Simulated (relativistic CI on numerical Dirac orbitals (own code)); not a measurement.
Os⁷⁺ (5d) in a crystal field

Calculated by Dirac-Coulomb-Breit CI, KLI orbitals optimised for each configuration, model QED (radiative potential, 1s self-energy scaled to tabulated hydrogen-like ionisation energies), one configuration in a parametric crystal field, unscaled Slater integrals (own radial code).

Field parameters in Wybourne normalisation: D4h B²₀ = −7Ds, B⁴₀ = 21(Dq − Dt), B⁴₄ = 21√(5/14) Dq. The field is a parameter set, without covalency.

S and J are read from ⟨S²⟩ = S(S + 1) and ⟨J²⟩ = J(J + 1) of each level; they are not fictitious spins.

D4h, 10Dq = 30800, Ds = -1500, Dt = 570 cm⁻¹, the lowest 5 levels:

```tsv
E (cm⁻¹)	Degeneracy	Irrep	S	J
0.0	2	Γ7	0.50	1.83
5771	2	Γ6	0.50	1.75
13244	2	Γ7	0.50	2.45
34340	2	Γ7	0.50	2.31
37538	2	Γ6	0.50	2.32
```

Principal g values of the ground doublet: 0.02, 0.96, 0.96.

D4h, 10Dq = 30800, Ds = -1090, Dt = 570 cm⁻¹, the lowest 5 levels:

```json
{"E (cm⁻¹)": "0.0", "Degeneracy": "2", "Irrep": "Γ7", "S": "0.50", "J": "1.81"}
{"E (cm⁻¹)": "4669", "Degeneracy": "2", "Irrep": "Γ6", "S": "0.50", "J": "1.75"}
{"E (cm⁻¹)": "12327", "Degeneracy": "2", "Irrep": "Γ7", "S": "0.50", "J": "2.46"}
{"E (cm⁻¹)": "34463", "Degeneracy": "2", "Irrep": "Γ7", "S": "0.50", "J": "2.31"}
{"E (cm⁻¹)": "36060", "Degeneracy": "2", "Irrep": "Γ6", "S": "0.50", "J": "2.32"}
```

Principal g values of the ground doublet: 0.09, 0.87, 0.87.

The free-ion ground term has S = 1/2. Every field shown keeps that spin.

Levels of this model without a field, named by their leading LS term: ²D3/2 0, ²D5/2 12842 cm⁻¹.
